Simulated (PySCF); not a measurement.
C5H9N3Si2.
SMILES: `c1ccc([SiH]2N[SiH2]N2)nc1`

Torsions of this conformer, `[cH:1]1[cH:2][cH:3][c:4]([SiH:5]2[NH:6][SiH2:7][NH:8]2)[n:9][cH:10]1`: C3–C4–Si5–N6 130°.

The closed-shell ground state was solved at several levels (PySCF, density fitting, gas phase, non-relativistic). One conformer (not necessarily the lowest) at the PBE0-D3(BJ)/def2-SVP geometry, without solvent, vibrations or thermal averaging.

| level | basis functions | total energy (Eh) | HOMO (eV) | LUMO (eV) | gap (eV) | dipole (D) |
| --- | --- | --- | --- | --- | --- | --- |
| KT2/pcSseg-1 | 229 | -950.4547 | -5.61 | -2.10 | 3.51 | 2.38 |
| CAM-B3LYP/def2-SVPD | 280 | -938.6782 | -8.37 | -0.23 | 8.14 | 2.62 |

Q: Estimate the row for PBE0/pcSseg-1, a basis of 229 functions; the other rows only guide the guess.

A: Total energy -938.5451 Eh, HOMO -6.95 eV, LUMO -1.23 eV, gap 5.72 eV, dipole 2.54 D.

Q: Over all these levels, which gives the widest orbital gap and which the narrowest?

A: CAM-B3LYP/def2-SVPD (range-separated hybrid) has the widest, 8.14 eV, and KT2/pcSseg-1 (GGA) the narrowest, 3.51 eV. Functional and basis both differ between the two, so the spread mixes both effects.

Q: How far do the dipole and the HOMO energy spread over the levels?

A: The dipole runs from 2.38 to 2.62 D (mean 2.51 D) and the HOMO from -8.37 to -5.61 eV.
